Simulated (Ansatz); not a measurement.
Gas-phase electronic energies from Ansatz, PBE0-D4/def2-TZVP geometries. CCSD(T)/CBS is the MP2 limit (def2-TZVPP, def2-QZVPP) plus CCSD(T) − MP2 in def2-TZVPP, frozen cores. This one scheme is used for every species. Functionals use def2-TZVPP. B3LYP here is the variant with VWN-RPA as its local correlation; programs differ in this. Each species was taken in one conformer, which may not be the lowest.

`CNBCl` + H–F → `CNBF` + HCl  (ligand exchange at a B–Cl bond)

```json
{"level": "LDA (SPW92)", "ΔE (kJ/mol)": "-43.2"}
{"level": "B3LYP-D4", "ΔE (kJ/mol)": "-47.4"}
{"level": "r2SCAN", "ΔE (kJ/mol)": "-45.6"}
{"level": "MP2/def2-TZVPP", "ΔE (kJ/mol)": "-36.5"}
```

Task: What does CCSD(T)/CBS give? (An estimate is asked.)

Result: Ansatz gave: -38.8 kJ/mol. The listed levels differ from it by -4.4, -8.6, -6.8, 2.3 kJ/mol.

Largest T1 diagnostic among the species: 0.012.

Leaving LDA and LC-ωPBE aside and taking each functional with its dispersion term where it has one, the values, not all of them listed here, spread over 17.7 kJ/mol, from CAM-B3LYP-D4 to revPBE-D4. In def2-TZVPP, CCSD(T) changes the Hartree–Fock value by +16.6 kJ/mol (the triples alone add +3.1 kJ/mol) and MP2 by +23.3 kJ/mol.
